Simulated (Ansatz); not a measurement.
A run of Ansatz (development build ahead of 0.2.0) on singlet CoVO₂ at this shape:

```yaml
atoms:
  - { symbol: Co, position_ang: [0.0000, 0.0000, 1.2680] }
  - { symbol: V, position_ang: [0.0000, 0.0000, -1.2680] }
  - { symbol: O, position_ang: [0.0000, 1.3056, 0.0000] }
  - { symbol: O, position_ang: [0.0000, -1.3056, 0.0000] }
```

Its results:

| Property | Result |
| --- | --- |
| Converged | yes |
| Total energy | -2476.79873 hartree |
| Spin squared of the determinant | 2.411 |
| Stability test | minimum |

Q: Which input gives this output? Name the method, the orbitals and the basis set, and write the input.

A: PBE (unrestricted) in pcseg-2.

```yaml
crystal:
  periodic: [false, false, false]
  atoms:
    - { symbol: Co, position_ang: [0.0, 0.0, 1.26801] }
    - { symbol: V, position_ang: [0.0, 0.0, -1.26801] }
    - { symbol: O, position_ang: [0.0, 1.30559, 0.0] }
    - { symbol: O, position_ang: [0.0, -1.30559, 0.0] }
basis:
  gaussian: { orbitals: pcseg-2 }
magnetization:
  spin_polarized: true
hamiltonian:
  xc: pbe
```

Caution: another spin multiplicity may lie lower; the unrestricted determinant is a mixture of spin states.
